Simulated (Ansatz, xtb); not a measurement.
Species: sum formula BNH₃ (charge +1, singlet). SMILES of the parent species: [BH]N
Geometry from a B3LYP-D3(BJ)/def2-TZVP (Ansatz, a program for electronic structure) optimisation:
```
N
B 1 1.3115
H 1 1.0214 2 123.46
H 1 1.0214 3 113.09 2 -180.00
H 2 1.1685 4 155.55 1 180.00
```
Charge +1, spin multiplicity 1.

Harmonic wavenumbers from GFN2-xTB (xtb, at its own minimum), cm⁻¹: 496, 638, 641, 792, 1245, 1677, 2826, 3208, 3251.

**Question.** Give the harmonic wavenumbers at B3LYP-D3(BJ)/def2-TZVP (Ansatz, finite differences of forces, unscaled).

**Answer.** 578, 682, 753, 929, 1454, 1612, 2887, 3441, 3501 cm⁻¹. Zero-point energy 22.6 kcal/mol.

**Question.** From these and the geometry, give the ideal-gas thermochemistry at 298.15 K and 1 atm (rigid rotor, harmonic oscillator).

**Answer.** Point group C2v, rotational symmetry number 2. Rotational constants 345.2, 30.16, 27.74 GHz. S(trans) 35.91, S(rot) 16.28, S(vib) 1.21, S(elec, spin only) 0.00, S 53.4 cal/(mol K). H(298) - H(0) 2.65 kcal/mol; G - E(el) 9.4 kcal/mol.
